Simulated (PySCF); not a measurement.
Static response to an electric field

CH₁₃NOSi₄.
Atom-mapped SMILES: `[CH3:1][O:2][Si:3]([SiH3:4])([SiH3:5])[SiH2:6][NH2:7]` (hydrogens: H8, H9, H10 on C1; H11, H12, H13 on Si4; H14, H15, H16 on Si5; H17, H18 on Si6; H19, H20 on N7)

Structure used (PBE0-D3(BJ)/def2-SVP), in Å, numbered top down from 1:
```xyz
20
CH13NOSi4 angstrom
C     -1.7225    2.2972    0.3061
O     -1.3681    1.1524    1.0301
Si    -0.3377   -0.0199    0.4052
Si    -1.1009   -0.9139   -1.6398
Si    -0.2316   -1.7390    1.9887
Si     1.8358    0.7280   -0.1004
N      2.4958   -0.6229   -0.9779
H     -2.3938    2.9133    0.9235
H     -0.8428    2.9129    0.0388
H     -2.2556    2.0481   -0.6315
H     -2.5779   -1.1603   -1.5933
H     -0.8150    0.0055   -2.7853
H     -0.4151   -2.2195   -1.8880
H     -1.5458   -2.4322    2.1539
H      0.2254   -1.2257    3.3164
H      0.7717   -2.7409    1.4999
H      1.8082    1.8943   -1.0393
H      2.5984    1.1783    1.1156
H      2.4906   -1.5427   -0.5497
H      3.3300   -0.5003   -1.5419
```

Level: CAM-B3LYP/def2-SVPD (PySCF), static field, nuclei fixed, core orbitals frozen in the response. The polarisability tensor in these axes (au):

```
x   142.38   5.01   3.35
y     5.01 141.19  -5.36
z     3.35  -5.36 145.74
```

Task: What are the eigenvalues, a third of the trace, and Δα (Δα² = ½Σ(αi − αj)² over the three pairs)?

Result: Principal values 133.54, 146.48 and 149.29 au; mean 143.10 au = 21.21 Å³ = 23.59 × 10⁻⁴⁰ C²·m²/J; Δα = 14.55 au (10 % of the mean).

Task: What is the dipole moment, and where does it point?

Result: (1.16, 0.31, -0.66) D, 1.37 D in size, pointing from the negative to the positive side. Measured along this direction, the outermost atoms are H14 at the negative end and H20 at the positive end.

Task: What are the principal values of the traceless quadrupole moment, Θ = ½Σq(3rr − r²1), about the centre of nuclear charge?

Result: -8.78, -1.18, 9.96 D·Å. The values depend on the origin, since the dipole doesn't vanish. The electronic extent ⟨r²⟩ about the same centre is 1942 bohr², a root-mean-square distance of 2.46 Å for the 90 electrons.

Task: How large is μ²/3kT at 500 K beside α?

Result: In Gaussian units μ²/3kT = 9.10 Å³ against 21.21 Å³, a ratio of 0.43; the Debye molar polarisation (4π/3)N_A(α + μ²/3kT) is 76.5 cm³/mol, leaving out the vibrational part.

Task: In TDDFT the mean static polarisability is Σ f/ω² over all singlet excitations (ω in hartree). How much of it do the 10 lowest give? Their energies (eV) and oscillator strengths: 5.16, 0.0122; 5.70, 0.0249; 6.03, 0.0008; 6.30, 0.0324; 6.35, 0.0499; 6.72, 0.1462; 6.78, 0.0106; 6.94, 0.0191; 7.01, 0.0575; 7.09, 0.3290.

Result: They add up to 11.02 au, 7.7 % of the 143.10 au; the largest single term is 4.85 au, from the state at 7.09 eV. Terms in order: 0.34, 0.57, 0.02, 0.60, 0.92, 2.40, 0.17, 0.29, 0.87, 4.85 au. Higher excitations give the rest. The strengths listed sum to 0.683.

The structure is a single PBE0-D3(BJ)/def2-SVP conformer in the gas phase; no vibrational or solvent corrections.

These values come from a run that also computed excited states and ΔSCF ions. Time: 13 min wall; peak memory 1.3 GiB. Hardware: an Intel Xeon at 2.70 GHz with one thread, shared host with 64 logical CPUs at a one-minute load of 62.
